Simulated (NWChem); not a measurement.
Atomisation of bromine (Br2)

```
Br
Br 1 2.2983
```
Charge 0, spin multiplicity 1.

The numbers come from NWChem runs, not from measurements. Structure: optimised with PBE0/def2-SVP, a minimum by its harmonic frequencies.

Basis set: def2-TZVP. The atomisation energy is electronic alone: no zero-point, thermal, spin-orbit or counterpoise terms. No value is extrapolated to the basis-set limit. Free atoms are single determinants with multiplicities Br 2. Correlated methods freeze the same cores in atoms and molecule, 18 orbitals in all.

Costs are rough ratios of processor time within this set of runs, SCF included, with HF as 1. Costs are the molecule's.

The Hamiltonian is non-relativistic. B3LYP has NWChem's definition, with VWN1-RPA local correlation. GW and range-separated runs recompute their integrals, the others keep them in memory, which bears on the times. The stability of the SCF solutions was not checked. Open-shell Hartree-Fock references start from PBE0 orbitals; any time given for them includes that run. No row is a measurement; the coupled-cluster row has its own basis-set and correlation limits.

```csv
method,atomisation energy (kcal/mol),relative cost
BHandHLYP,?,under 3
TPSS,?,under 3
B3LYP,48.6,under 3
PBE0,52.0,under 3
HF,15.3,1
PBE,57.3,under 3
CAM-B3LYP,?,9
CCSD(T),47.2,20
MP2,?,4
```

Q: Some entries are withheld; supply them.

A: 
- BHandHLYP, atomisation energy (kcal/mol): 41.8
- TPSS, atomisation energy (kcal/mol): 54.8
- CAM-B3LYP, atomisation energy (kcal/mol): 46.7
- MP2, atomisation energy (kcal/mol): 50.9
